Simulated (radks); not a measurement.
Results of a calculation; reference values are marked as such.
Spherical jellium clusters: N electrons in a uniform positive sphere of charge N and radius rs N^(1/3), rs = 4.93 bohr. Level of theory: non-relativistic Kohn-Sham, LDA (Slater exchange, Perdew-Wang correlation), spin-polarised, spherical densities (a radial shooting solver with Libxc functionals). Levels are named by radial order and angular momentum (1s, 1p, 1d, 2s, ...), and open shells are averaged over m.

N = 27, configuration 1s2 1p6 1d10 2s2 1f(up 7, down 0). This is the lowest configuration that the search found. Occupied and some empty levels:

| level | occupation | eigenvalue (eV) | <r> (bohr) |
|---|---|---|---|
| 1s up | 1 | -4.1350 | 9.327 |
| 1s down | 1 | -3.9537 | 8.617 |
| 1p up | 3 | -3.7326 | 10.73 |
| 1p down | 3 | -3.4806 | 10.43 |
| 1d up | 5 | -3.1931 | 11.65 |
| 1d down | 5 | -2.9090 | 11.56 |
| 2s up | 1 | -2.8272 | 8.792 |
| 2s down | 1 | -2.7003 | 9.232 |
| 1f up | 7 | -2.5348 | 12.40 |
| 1f down | 0 | -2.2404 | 12.44 |
| 2p up | 0 | -1.9886 | 10.44 |
| 2p down | 0 | -1.8593 | 10.57 |
| 1g up | 0 | -1.7765 | 13.10 |
| 1g down | 0 | -1.4873 | 13.25 |
| 2d up | 0 | -1.1681 | 12.38 |
| 2d down | 0 | -1.0272 | 12.54 |

Energy (eV): total -50.2824, kinetic 32.973, external -1600.7, Hartree 796.76, exchange-correlation -84.108, background 804.75.

Electron density:

| r (bohr) | n(r) (e/bohr^3) |
|---|---|
| 0.465 | 0.002842 |
| 2.22 | 0.002514 |
| 3.97 | 0.002001 |
| 5.72 | 0.001716 |
| 7.48 | 0.001876 |
| 9.23 | 0.002275 |
| 11.0 | 0.002370 |
| 12.7 | 0.001754 |
| 14.5 | 0.0008066 |
| 16.2 | 0.0002403 |
| 18.0 | 0.00005554 |
| 19.8 | 0.00001110 |
| 21.5 | 2.079e-06 |
| 23.2 | 3.761e-07 |
